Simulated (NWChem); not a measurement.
# Electron attachment to HI2Si

SMILES: I[SiH]I
```xyz
4

I      0.1594    -0.0725     2.0659
Si    -1.0395     0.5633     0.0000
I      0.1594    -0.0725    -2.0659
H     -2.3460    -0.2033     0.0000
```
Charge 0, spin multiplicity 2.

The numbers come from NWChem runs, not from measurements. Structure: optimised with UPBE/def2-SVP with def2 effective core potentials on I, a minimum by its harmonic frequencies.

Basis set: def2-SVPD. The species with one electron more has spin multiplicity 1 and keeps the geometry of the parent. Δ marks differences of total energies (open shells unrestricted). The basis adds only a small set of diffuse functions.

Effective core potentials replace the inner electrons of I; spin-orbit coupling is left out. The correlated methods keep 13 core orbitals frozen. B3LYP has NWChem's definition, with VWN1-RPA local correlation. The structure started from a generated list of species. The unpaired electrons of the parent sit in orbitals of symmetry a' (Cs labels of the run); other states weren't searched. No SCF solution was tested for a lower state.

Question: For the vertical electron affinity, ΔPBE0 gives 2.05 eV and ΔLC-wPBE (omega 0.3 per bohr) gives 2.07 eV. What do ΔPBE, ΔB2PLYP, ΔB3LYP give?

Answer: ΔPBE: 2.00 eV; ΔB2PLYP: 2.00 eV; ΔB3LYP: 2.11 eV.
